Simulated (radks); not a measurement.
Results of a calculation; reference values are marked as such.
Sm2+, 60 electrons, occupied as [Xe] 4f6. Level of theory: scalar-relativistic Kohn-Sham, r2SCAN, spin-polarised, spherical densities, finite nucleus; open shells are filled with parallel spins first (spin-orbit coupling, left out, can overturn this in heavy ions); meta-GGA in the generalised Kohn-Sham scheme; Fermi nuclear charge, rms radius 5.0819 fm (a radial shooting solver on a logarithmic mesh with Libxc functionals).

Unscreened Slater integrals over Kohn-Sham orbitals (hartree). They are taken over the spin-up orbitals.

\begin{tabular}{lr}
integral & value \\ \hline
F0(4f,4f) & 0.97290 \\
F2(4f,4f) & 0.44913 \\
F4(4f,4f) & 0.27925 \\
F6(4f,4f) & 0.20019 \\
F0(4f,5p) & 0.65204 \\
F2(4f,5p) & 0.23601 \\
G2(4f,5p) & 0.13531 \\
G4(4f,5p) & 0.10191 \\
F0(4f,5s) & 0.72894 \\
G3(4f,5s) & 0.15166 \\
F0(4f,4d) & 1.1232 \\
F2(4f,4d) & 0.52632 \\
F4(4f,4d) & 0.33342 \\
G1(4f,4d) & 0.61910 \\
G3(4f,4d) & 0.38589 \\
G5(4f,4d) & 0.27206 \\
F0(5p,5p) & 0.55339 \\
F2(5p,5p) & 0.29843 \\
F0(5p,5s) & 0.59160 \\
G1(5p,5s) & 0.39597 \\
F0(5p,4d) & 0.69356 \\
F2(5p,4d) & 0.19277 \\
G1(5p,4d) & 0.053634 \\
G3(5p,4d) & 0.052129 \\
F0(5s,5s) & 0.64148 \\
F0(5s,4d) & 0.78660 \\
G2(5s,4d) & 0.083370 \\
F0(4d,4d) & 1.3413 \\
F2(4d,4d) & 0.68273 \\
F4(4d,4d) & 0.45669 \\
\end{tabular}

Derived for the open shells (J is the average intra-shell exchange parameter used in DFT+U). 4f: F4/F2 = 0.622, F6/F2 = 0.446, J = (286 F2 + 195 F4 + 250 F6)/6435 = 0.03620 hartree.
